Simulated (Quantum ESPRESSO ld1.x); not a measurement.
Q: The mean radii <r> (bohr) of the occupied orbitals of an atom or ion are listed with their occupations. Method: scalar-relativistic Kohn-Sham, LDA (Slater exchange, Perdew-Zunger correlation), spin-polarised, spherical densities, point nucleus; computed with ld1.x of Quantum ESPRESSO 7.5.

| orbital | occ. | <r> |
|---|---|---|
| 1s up | 1 | 0.01867 |
| 1s down | 1 | 0.01867 |
| 2s up | 1 | 0.07901 |
| 2s down | 1 | 0.07901 |
| 2p up | 3 | 0.07061 |
| 2p down | 3 | 0.07061 |
| 3s up | 1 | 0.2041 |
| 3s down | 1 | 0.2041 |
| 3p up | 3 | 0.2039 |
| 3p down | 3 | 0.2038 |
| 3d up | 5 | 0.1845 |
| 3d down | 5 | 0.1845 |
| 4s up | 1 | 0.4291 |
| 4s down | 1 | 0.4292 |
| 4p up | 3 | 0.4453 |
| 4p down | 3 | 0.4455 |
| 4d up | 5 | 0.4513 |
| 4d down | 3 | 0.4516 |

Name the element and its charge. Open shells, if any, are filled with parallel spins first.

A: Z = 73, tantalum, charge +29: Ta29+ in [Kr] 4d8. The 1s radius gives Z: for a bare nucleus <r> = (2 gamma + 1)/(2Z) with gamma = sqrt(1 - (Z/c)^2), 0.01844 bohr for Z = 73, and screening makes it slightly larger (0.01867 here). The occupations add up to 44, and the charge is Z minus that.
